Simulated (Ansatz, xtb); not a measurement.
Species: C₂H₇FSi, charge 0, multiplicity 1. SMILES: [SiH](C)(F)C
Structure (B3LYP-D3(BJ)/def2-TZVP (Ansatz, an electronic-structure program) minimum search):
```xyz
11

Si    -0.0665     0.0739    -0.3508
C      1.3909    -1.0582    -0.1080
C     -1.5777    -0.4994     0.5724
F      0.3354     1.5377     0.2005
H     -0.3667     0.2357    -1.7933
H      1.1723    -2.0532    -0.5039
H      2.2745    -0.6785    -0.6245
H      1.6353    -1.1633     0.9512
H     -2.4046     0.2022     0.4480
H     -1.9054    -1.4740     0.2016
H     -1.3726    -0.5972     1.6407
```
Charge 0, spin multiplicity 1.

Harmonic wavenumbers from GFN2-xTB (xtb, at its own minimum), cm⁻¹: 92, 105, 172, 200, 236, 622, 636, 690, 768, 780, 800, 845, 846, 872, 1378, 1380, 1478, 1482, 1482, 1487, 2290, 3029, 3033, 3041, 3043, 3050, 3052.

### Question
Give the harmonic wavenumbers at B3LYP-D3(BJ)/def2-TZVP (Ansatz, finite differences of forces, unscaled).

### Answer
143, 161, 202, 248, 278, 630, 643, 702, 753, 786, 825, 868, 928, 937, 1294, 1298, 1452, 1454, 1460, 1467, 2223, 3029, 3031, 3097, 3099, 3107, 3107 cm⁻¹. Zero-point energy 53.2 kcal/mol.

### Question
From these and the geometry, give the ideal-gas thermochemistry at 298.15 K and 1 atm (rigid rotor, harmonic oscillator).

### Answer
Point group Cs, rotational symmetry number 1. Rotational constants 6.154, 5.461, 3.391 GHz. S(trans) 38.98, S(rot) 25.45, S(vib) 12.96, S(elec, spin only) 0.00, S 77.4 cal/(mol K). H(298) - H(0) 4.64 kcal/mol; G - E(el) 34.8 kcal/mol.
